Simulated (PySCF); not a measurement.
# YbH from Hartree–Fock to correlated methods

State: doublet, about 14.0 electrons in the 4f shell (Mulliken). Set-up: Yb x2c-TZVPall, H x2c-TZVPall; spin-free X2C with a Gaussian nucleus (PySCF 2.14). De refers to Yb (4f14 6s2) + H in their ground configurations, without counterpoise correction. The functionals are run spin-unrestricted. A positive dipole means Yb(−)H(+).

```tsv
Level	Re (Å)	ωe (cm⁻¹)	De (eV)	μ (D)	CPU s a point (SCF and correlation, without the integrals)
UHF	2.125	1231	n/a	-2.87	2.5
UHF-MP2	2.006	1306	n/a	n/a	5.2
UHF-SCS-MP2	2.028	1293	n/a	n/a	n/a
PBE	2.020	1223	1.61	-2.42	5.2
revPBE	2.029	1211	1.63	-2.46	5.6
r²SCAN	2.002	1269	1.87	-2.45	7.4
TPSSh	2.020	1259	1.88	-2.49	8.8
PBE0	2.050	1222	1.52	-2.77	8.1
CAM-B3LYP	2.047	1228	1.56	-2.95	17
```

The bond length runs from 2.002 Å (r²SCAN) to 2.125 Å (UHF). De spans 1.52 eV (PBE0, global hybrid GGA) to 1.88 eV (TPSSh, hybrid meta-GGA).

Correlated steps freeze 18 core orbitals. Spin–orbit coupling is left out. The state is the lowest single determinant that the PBE0 search found; with open d or f shells the true ground state can be another one.

The whole job (state search and all levels along the bond) took about 12 min on 4 threads of Arm Neoverse V2 (shared host), peak memory 7.4 GiB.
